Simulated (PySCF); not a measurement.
FH5Mo, multiplicity 1. Atoms are numbered in the order given.

```xyz
7

Mo     0.0000     0.0000     0.2183
F      0.0000     0.0000    -1.7279
H      0.9864     0.9864     1.1243
H      0.0000     0.0000     1.8875
H     -0.9864    -0.9864     1.1243
H     -0.9864     0.9864     1.1243
H      0.9864    -0.9864     1.1243
```
Charge 0, spin multiplicity 1.

Geometry optimised at B3LYP-D3(BJ)/def2-TZVP. The geometry has at least one imaginary mode, so it is a saddle point at that level. The spin state was assumed, not searched. The def2 effective core potentials stand for the cores of Mo; spin–orbit coupling is left out.

Computed with ωB97X/def2-TZVPD (PySCF).

Mulliken values depend strongly on the basis, most of all with diffuse functions as here. ESP charges are fitted to the potential on shells at 1.4 to 2.0 van der Waals radii. Atomic charges (e):

```tsv
atom	Mulliken	ESP fit
Mo1	-0.25	0.91
F2	-0.78	-0.39
H3	0.21	-0.11
H4	0.17	-0.07
H5	0.21	-0.11
H6	0.21	-0.11
H7	0.21	-0.11
```
